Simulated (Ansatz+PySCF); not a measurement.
Values are calculated unless marked as measured or tabulated.
## PySCF 2.14.0 run

```python
from pyscf import gto, scf, mp

mol = gto.M(atom="""
H 2.351810 0.000000 0.000000
H 1.662980 1.662980 0.000000
H 0.000000 2.351810 0.000000
H -1.662980 1.662980 0.000000
H -2.351810 0.000000 0.000000
H -1.662980 -1.662980 0.000000
H 0.000000 -2.351810 0.000000
H 1.662980 -1.662980 0.000000
""", basis='6-31g*', charge=0, spin=0)
mf = scf.UHF(mol)
mf.kernel()
pt = mp.MP2(mf, frozen=None).run()
print(mf.e_tot, pt.e_corr, pt.e_tot)
```

The script is written out from the run's settings.

The run gave:

```yaml
Converged: yes
Reference_energy: -3.76193 hartree
Correlation_energy: -0.12351 hartree
Total_energy: -3.88544 hartree
```

This is not the lowest solution: another run reaches a determinant 7.76 eV lower. Caution: large share of triples, a single reference is doubtful.
